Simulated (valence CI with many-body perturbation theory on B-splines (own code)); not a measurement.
**E1 transitions of Pb69+**

Calculated by relativistic CI+MBPT: three valence electrons over a frozen Dirac-Fock core [Ne], radial functions for each j: 11 s, 11 p, 10 d, 8 f, 5 g, 2 h, with the one-electron correlation potential Σ1, the two-electron term Σ2, the three-electron term Σ3, Breit, model QED; selected CI, second order for the rest, scaled by the run's own slope (own B-spline code, finite nucleus).

The last digits are not significant, and no measured levels were compared; by estimate large intervals hold to a few tenths of a per cent, small ones and those within an open d or f shell to about a per cent.

Lines 101 to 150 of 584 in falling wavelength, among levels below 4235.0 eV, chosen from the strongest by gf and those to the six lowest levels. Wavelengths and rates use the calculated energies. Electric multipoles are in the length gauge, E1 and E2 with the static RPA response of the core. Weak lines are less certain than strong ones. Lines between different terms over intervals too small for the method are left out, as are lines whose strength nearly cancels. The highest levels of a list are the least certain.

Levels are named by their leading jj configuration (3d3/2^4 stands for four electrons in 3d with j = 3/2), which in mixed levels can hold well under half, so a name can repeat and another be missing. Letters in brackets count levels of one name in rising energy.

```tsv
λ vac (nm)	Upper	Lower	A (s⁻¹)	S (a.u.) with core polarisation	S without
3.296	(3d3/2 3d5/2^2) J=7/2 [b]	(3p3/2 3d3/2 3d5/2) J=9/2 [b]	1.21e+11	1.71e-02	1.73e-02
3.293	(3d5/2^3) J=5/2	(3p3/2 3d5/2^2) J=5/2 [b]	5.37e+11	5.68e-02	5.74e-02
3.293	(3d3/2^2 3d5/2) J=3/2	(3p3/2 3d3/2^2) J=1/2	1.41e+11	9.92e-03	1.00e-02
3.292	(3p3/2 3d5/2^2) J=5/2 [a]	(3p3/2^2 3d5/2) J=7/2	1.75e+11	1.85e-02	1.88e-02
3.291	(3s 3d5/2^2) J=9/2	(3s 3p3/2 3d5/2) J=7/2 [a]	4.45e+11	7.83e-02	7.92e-02
3.283	(3s 3d5/2^2) J=3/2	(3s 3p3/2 3d5/2) J=1/2	2.53e+11	1.77e-02	1.79e-02
3.282	(3p1/2 3d3/2 3d5/2) J=5/2 [a]	(3p1/2 3p3/2 3d3/2) J=3/2 [a]	2.12e+11	2.22e-02	2.25e-02
3.281	(3s 3p1/2 3d5/2) J=5/2 [b]	(3s 3p1/2 3p3/2) J=3/2 [b]	2.62e+11	2.73e-02	2.77e-02
3.280	(3d3/2^2 3d5/2) J=5/2 [a]	(3p3/2 3d3/2^2) J=3/2 [a]	2.48e+11	2.59e-02	2.62e-02
3.274	(3d3/2^2 3d5/2) J=9/2	(3p3/2 3d3/2^2) J=7/2	4.39e+11	7.61e-02	7.69e-02
3.273	(3p3/2 3d5/2^2) J=7/2 [a]	(3p3/2^2 3d5/2) J=7/2	1.37e+11	1.90e-02	1.92e-02
3.272	(3p3/2 3d5/2^2) J=7/2 [a]	(3p3/2^2 3d5/2) J=9/2	1.12e+11	1.55e-02	1.57e-02
3.260	(3d5/2^3) J=5/2	(3p3/2 3d5/2^2) J=7/2 [b]	2.19e+11	2.25e-02	2.28e-02
3.260	(3s 3d5/2^2) J=7/2	(3s 3p3/2 3d5/2) J=7/2 [b]	2.35e+11	3.21e-02	3.25e-02
3.259	(3d3/2^2 3d5/2) J=7/2	(3p3/2 3d3/2^2) J=7/2	1.09e+11	1.49e-02	1.51e-02
3.258	(3d3/2 3d5/2^2) J=7/2 [b]	(3p3/2 3d3/2 3d5/2) J=5/2 [c]	1.24e+11	1.69e-02	1.71e-02
3.257	(3s 3p3/2 3d5/2) J=1/2	(3s 3p3/2^2) J=1/2	5.47e+11	1.87e-02	1.89e-02
3.257	(3p3/2 3d3/2 3d5/2) J=5/2 [d]	(3p3/2^2 3d3/2) J=3/2 [b]	4.81e+11	4.92e-02	4.97e-02
3.257	(3p1/2 3p3/2 3d5/2) J=5/2 [a]	(3p1/2 3p3/2^2) J=5/2	2.11e+11	2.16e-02	2.19e-02
3.250	(3p1/2^2 3d5/2) J=5/2	(3s 3p1/2 3d3/2) J=3/2 [b]	1.52e+11	1.54e-02	1.56e-02
3.249	(3d3/2^2 3d5/2) J=7/2	(3p3/2 3d3/2^2) J=5/2	3.46e+11	4.69e-02	4.74e-02
3.247	(3d3/2 3d5/2^2) J=5/2 [b]	(3p3/2 3d3/2 3d5/2) J=5/2 [c]	1.89e+11	1.92e-02	1.94e-02
3.245	(3p1/2 3p3/2 3d5/2) J=1/2	(3p1/2 3p3/2^2) J=1/2	4.34e+11	1.47e-02	1.48e-02
3.244	(3s 3p3/2 3d5/2) J=5/2 [a]	(3s 3p3/2^2) J=5/2	3.47e+11	3.51e-02	3.55e-02
3.243	(3p3/2 3d5/2^2) J=9/2	(3p3/2^2 3d5/2) J=7/2	3.06e+11	5.16e-02	5.22e-02
3.243	(3p3/2 3d5/2^2) J=9/2	(3p3/2^2 3d5/2) J=9/2	4.60e+11	7.74e-02	7.83e-02
3.243	(3p1/2 3d3/2 3d5/2) J=9/2	(3p1/2 3p3/2 3d3/2) J=7/2	3.36e+11	5.65e-02	5.71e-02
3.241	(3d5/2^3) J=9/2	(3p3/2 3d5/2^2) J=9/2	5.38e+11	9.04e-02	9.14e-02
3.241	(3s 3p1/2 3d5/2) J=3/2	(3s 3p1/2 3p3/2) J=3/2 [b]	9.78e+10	6.57e-03	6.65e-03
3.238	(3s 3d3/2 3d5/2) J=3/2 [b]	(3s 3p3/2 3d3/2) J=3/2 [b]	2.40e+11	1.61e-02	1.62e-02
3.235	(3p1/2 3d3/2 3d5/2) J=7/2 [a]	(3p1/2 3p3/2 3d3/2) J=5/2 [a]	2.60e+11	3.47e-02	3.51e-02
3.234	(3d3/2 3d5/2^2) J=3/2 [b]	(3p3/2 3d3/2 3d5/2) J=1/2 [b]	2.88e+11	1.93e-02	1.95e-02
3.234	(3p3/2 3d3/2 3d5/2) J=7/2 [c]	(3p3/2^2 3d3/2) J=5/2	6.82e+11	9.12e-02	9.22e-02
3.233	(3p1/2 3d3/2 3d5/2) J=5/2 [b]	(3p1/2 3p3/2 3d3/2) J=3/2 [b]	2.33e+11	2.33e-02	2.36e-02
3.232	(3d3/2^2 3d5/2) J=5/2 [b]	(3p3/2 3d3/2^2) J=3/2 [b]	4.43e+11	4.43e-02	4.48e-02
3.231	(3d3/2^2 3d5/2) J=1/2	(3p3/2 3d3/2^2) J=1/2	3.58e+11	1.19e-02	1.21e-02
3.227	(3d5/2^3) J=3/2	(3p3/2 3d5/2^2) J=1/2	3.43e+11	2.27e-02	2.30e-02
3.226	(3d3/2 3d5/2^2) J=5/2 [b]	(3p3/2 3d3/2 3d5/2) J=7/2 [c]	1.67e+11	1.66e-02	1.68e-02
3.225	(3s 3d3/2 3d5/2) J=7/2 [a]	(3s 3p3/2 3d3/2) J=5/2 [a]	4.15e+11	5.50e-02	5.56e-02
3.224	(3p3/2^2 3d5/2) J=3/2	(3p3/2^3) J=3/2	6.68e+11	4.42e-02	4.47e-02
3.221	(3p3/2 3d5/2^2) J=1/2	(3p3/2^2 3d5/2) J=1/2	8.76e+11	2.89e-02	2.92e-02
3.218	(3p3/2 3d5/2^2) J=3/2 [a]	(3p3/2^2 3d5/2) J=5/2 [a]	4.90e+11	3.22e-02	3.26e-02
3.216	(3p1/2 3d3/2 3d5/2) J=3/2 [a]	(3p1/2 3p3/2 3d3/2) J=3/2 [a]	2.59e+11	1.70e-02	1.72e-02
3.216	(3p3/2 3d5/2^2) J=5/2 [b]	(3p3/2^2 3d5/2) J=5/2 [a]	4.49e+11	4.42e-02	4.47e-02
3.214	(3p1/2 3d3/2 3d5/2) J=1/2	(3p1/2 3p3/2 3d3/2) J=1/2 [a]	3.89e+11	1.27e-02	1.29e-02
3.213	(3p3/2 3d3/2 3d5/2) J=5/2 [c]	(3p3/2^2 3d3/2) J=5/2	3.53e+11	3.46e-02	3.50e-02
3.212	(3s 3d5/2^2) J=1/2	(3s 3p3/2 3d5/2) J=3/2 [b]	6.23e+11	2.04e-02	2.06e-02
3.211	(3d3/2^2 3d5/2) J=3/2	(3p3/2 3d3/2^2) J=3/2 [a]	2.56e+11	1.67e-02	1.69e-02
3.210	(3p3/2 3d3/2 3d5/2) J=1/2 [b]	(3p3/2^2 3d3/2) J=3/2 [b]	5.69e+11	1.86e-02	1.88e-02
3.206	(3p1/2 3p3/2 3d5/2) J=3/2 [b]	(3p1/2 3p3/2^2) J=1/2	2.90e+11	1.89e-02	1.91e-02
```
